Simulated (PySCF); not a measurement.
Start geometry of fac-MoCl3(H2O)3, `[OH2]->[Mo](<-[OH2])(<-[OH2])([Cl])([Cl])[Cl]` [quartet] from GFN2-xTB (Å):
```
atom  x, y, z in Å
Mo1    0.2973    0.1618    0.2410
Cl2   -0.1339    0.0475    2.5587
O3     0.4185    0.2878   -2.1869
H4     1.5144    0.0870   -2.3070
H5     0.3512    1.2115   -2.4110
Cl6    2.5477   -0.1466   -0.0231
O7    -2.1173    0.5295    0.3712
H8    -2.2247    1.4869    0.1311
H9    -2.3377    0.4506    1.3749
Cl10   0.0162    2.5509   -0.1731
O11    0.3196   -2.1515    0.5682
H12    0.1797   -2.2557    1.5068
H13    1.1996   -2.3120    0.3713
```

**Question.** What comes out of this run: PBE0-D3(BJ)/def2-SVP geometry optimisation, gas phase, def2 core potentials past Kr in PySCF?

**Answer.** 
```
atom  x, y, z in Å
Mo1    0.2284    0.2228    0.2221
Cl2   -0.0944   -0.0336    2.5771
O3     0.3582    0.2720   -1.9990
H4     1.3125    0.1112   -2.1259
H5     0.2413    1.2255   -2.1676
Cl6    2.5756   -0.1217   -0.0562
O7    -1.9909    0.3739    0.3096
H8    -2.1043    1.3308    0.1558
H9    -2.1445    0.2544    1.2653
Cl10  -0.0383    2.5717   -0.1298
O11    0.2931   -1.9982    0.3785
H12    0.1470   -2.1014    1.3382
H13    1.2470   -2.1595    0.2541
```

The energy falls by 1.033 eV over 10 energy and gradient evaluations, the largest force component goes from 0.0874 to 3.9e-04 Eh/bohr, and the atoms move by 0.184 Å rms after alignment. The bond that changes most is Mo1–O7 (ends: molybdenum bonded to 3 Cl and 3 O; oxygen bonded to Mo and 2 H), which shortens by 0.220 Å. Bonds longer at the end by more than 0.005 Å: 5 of 12; shorter: 7. Among the angles that change most is O3–Mo1–O11, from 101.0° to 95.2°. Rotational constants go from 950.6, 943.0, 684.7 to 976.2, 975.5, 718.7 MHz. The orientation of the end geometry is arbitrary; only internal coordinates are fixed.

The run used 157 basis functions and 78 SCF cycles in all. On Intel Xeon Platinum 8259CL at 2.50 GHz, one thread (shared host), this took 9.5 min of wall time and 0.87 GiB of memory at its peak.

Stationary, but not proved a minimum. ⟨S²⟩ = 3.764 (exact for a quartet: 3.75).
